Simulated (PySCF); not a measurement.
One molecule, one basis, several functionals.

Compound: C3H10FPSi.
Numbering: `[F:1][CH2:2][CH2:3][CH2:4][SiH2:5][PH2:6]` (hydrogens: H7, H8 on C2; H9, H10 on C3; H11, H12 on C4; H13, H14 on Si5; H15, H16 on P6)

Torsions of this conformer, `[F:1][CH2:2][CH2:3][CH2:4][SiH2:5][PH2:6]`: F1–C2–C3–C4 58°, C2–C3–C4–Si5 -177°, C3–C4–Si5–P6 -58°, H–P6–Si5–C4 -171°, H–P6–Si5–C4 -77°.

PySCF, def2-SVPD basis, density fitting, gas phase, PBE0-D3(BJ)/def2-SVP geometry; singlet excitations by full TDDFT with frozen cores, triplets by Tamm–Dancoff TDDFT and ionisation energies by ΔSCF, from the lowest of the holes tried. One functional is left out:

```json
{"functional": "LDA", "exact exchange (%)": "0", "HOMO energy (eV)": "-6.44", "LUMO energy (eV)": "-0.80", "lowest singlet excitation (eV)": "5.88", "lowest triplet excitation (eV)": "5.39", "dipole moment (D)": "1.154", "mean polarisability (au)": "100.3", "vertical ionisation energy (eV)": "9.49"}
{"functional": "PBE", "exact exchange (%)": "0", "HOMO energy (eV)": "-6.37", "LUMO energy (eV)": "-0.63", "lowest singlet excitation (eV)": "5.95", "lowest triplet excitation (eV)": "5.32", "dipole moment (D)": "1.106", "mean polarisability (au)": "98.4", "vertical ionisation energy (eV)": "9.36"}
{"functional": "B3LYP", "exact exchange (%)": "20", "HOMO energy (eV)": "-7.25", "LUMO energy (eV)": "-0.08", "lowest singlet excitation (eV)": "6.26", "lowest triplet excitation (eV)": "5.52", "dipole moment (D)": "1.182", "mean polarisability (au)": "95.4", "vertical ionisation energy (eV)": "9.52"}
{"functional": "BHandHLYP", "exact exchange (%)": "50", "HOMO energy (eV)": "-8.44", "LUMO energy (eV)": "0.81", "lowest singlet excitation (eV)": "6.57", "lowest triplet excitation (eV)": "5.66", "dipole moment (D)": "1.245", "mean polarisability (au)": "92.0", "vertical ionisation energy (eV)": "9.48"}
```

Question: Predict the row of PBE0 (25 % exact exchange) by straight lines through the other rows, and check it.

Answer: 
```csv
property,line,computed,computed − line,"B3LYP (20 %), for comparison"
HOMO energy (eV),-7.43,-7.47,-0.04,-7.25
LUMO energy (eV),0.05,0.15,+0.10,-0.08
lowest singlet excitation (eV),6.26,6.38,+0.12,6.26
lowest triplet excitation (eV),5.52,5.52,0.00,5.52
dipole moment (D),1.189,1.163,-0.026,1.182
mean polarisability (au),95.4,94.8,-0.6,95.4
vertical ionisation energy (eV),9.47,9.50,+0.03,9.52
```

Question: Which of these properties follows the share of exact exchange most closely, and which least?

Answer: Most closely the HOMO energy, least the vertical ionisation energy; the correlations over the tabulated rows are HOMO energy -0.999, LUMO energy 0.995, lowest singlet excitation 0.987, lowest triplet excitation 0.971, mean polarisability -0.967, dipole moment 0.940, vertical ionisation energy 0.406. The HOMO energy moves by -0.407 eV for every 10 %. Functionals with the same share still differ in their other parts: at 0 % LDA and PBE differ by 0.07 eV in it.
